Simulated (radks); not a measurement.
Polarisability of the aluminium ion Al3+, [Ne], at imaginary frequency. All-electron calculation, scalar-relativistic Kohn-Sham, LDA (Slater exchange, Perdew-Wang correlation), spin-polarised, spherical densities, finite nucleus; Fermi nuclear charge, rms radius 3.061 fm. Program: a radial shooting solver on a logarithmic mesh with Libxc functionals. Response by self-consistent Sternheimer equations with the Hartree and adiabatic LDA kernel, the relativistic mass of each level held fixed and spin-orbit coupling left out.

w (hartree),alpha1(iw) (bohr^3),alpha2(iw) (bohr^5)
0.00266,0.2831,0.2435
0.0143,0.2831,0.2435
0.0360,0.2831,0.2434
0.0697,0.2831,0.2434
0.118,0.2829,0.2433
0.186,0.2825,0.2430
0.280,0.2817,0.2424
0.413,0.2801,0.2411
0.605,0.2767,0.2385
0.892,0.2696,0.2329
1.35,0.2546,0.2212
2.12,0.2235,0.1964
3.59,0.1659,0.1491
6.94,0.08606,0.07925
17.5,0.02179,0.01975

Static values: alpha1 = 0.2831 bohr^3 (0.04196 angstrom^3; uncoupled 0.3187), alpha2 = 0.2435 bohr^5, alpha3 = 0.3600 bohr^7. C6 = 0.2651, C8 = 1.171, triple-dipole C9 = 0.05440 atomic units. One-pole (London) frequency 4 C6 / (3 alpha1^2) = 4.409 hartree, against 3.830 for minus the highest occupied eigenvalue.
